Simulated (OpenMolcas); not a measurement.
Rh2+ (d7) among equal point charges was computed by CASSCF with the d shell active (OpenMolcas, ANO-RCC-VTZP on the metal). Its lowest spin-free states, and all those of the highest spin:

| 2S+1 | Degeneracy | E (cm-1) |
| --- | --- | --- |
| 4 | 1 | 0.0 |
| 4 | 2 | 1076 |
| 4 | 1 | 8153 |
| 4 | 2 | 8748 |
| 2 | 1 | 9242 |
| 2 | 1 | 11563 |
| 2 | 1 | 15452 |
| 2 | 2 | 16359 |
| 2 | 2 | 17140 |
| 4 | 1 | 17805 |
| 2 | 1 | 18044 |
| 4 | 2 | 19968 |
| 4 | 1 | 23143 |

Problem. Is the site octahedral, tetrahedral or cube-like, axial, or of lower symmetry?

Solution. The states with 2S+1 = 4 have orbital degeneracies 1, 2, 1, 2, 1, 2, 1. There are pairs but no triples, so the site is axial: not cubic, but with a proper or improper axis of order three or more. The run had Rh2+ among 6 point charges of -1.7 e arranged as a tetragonal octahedron (D4h), 2 Å from the ion, with the axial distance 2.100 Å. The active orbitals were held to one l.

Spin-orbit coupling mixes the spin-free states strongly: the lowest level takes only 66 % from its leading state, 4A2. Without dynamic correlation the repulsion within the d shell is too large (B by tens of per cent), so at a given field states of lower spin stand too high. Point charges give a weaker field than real ligands, and real ions of this kind are as a rule low spin; the high spin found here belongs to the model. Point charges carry no covalency, so the field is a model and not that of real ligands. No measured value stands beside these numbers.
